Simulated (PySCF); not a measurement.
Sn(H)(F)2(NH2) (F2H3NSn), SMILES [NH2][SnH]([F])[F]. Atoms are numbered in the order given.

```xyz
7

Sn    -0.0374     0.2483     0.0000
N      1.9184    -0.2946     0.0000
F     -0.8528    -0.5846    -1.5535
F     -0.8528    -0.5846     1.5535
H     -0.4624     1.8960     0.0000
H      2.1280    -0.8635     0.8231
H      2.1280    -0.8635    -0.8231
```

Geometry optimised at B3LYP-D3(BJ)/def2-SVP. The def2 effective core potentials stand for the cores of Sn; spin–orbit coupling is left out. The values are those of a single conformer.

Calculation: PBE/def2-TZVPD run with PySCF.

Mulliken values depend strongly on the basis, most of all with diffuse functions as here. ESP charges are fitted to the potential on shells at 1.4 to 2.0 van der Waals radii. Atomic charges (e):

| atom | Mulliken | ESP fit |
|---|---|---|
| Sn1 | 1.30 | 1.01 |
| N2 | -0.70 | -0.86 |
| F3 | -0.55 | -0.39 |
| F4 | -0.55 | -0.39 |
| H5 | 0.02 | -0.05 |
| H6 | 0.24 | 0.34 |
| H7 | 0.24 | 0.34 |
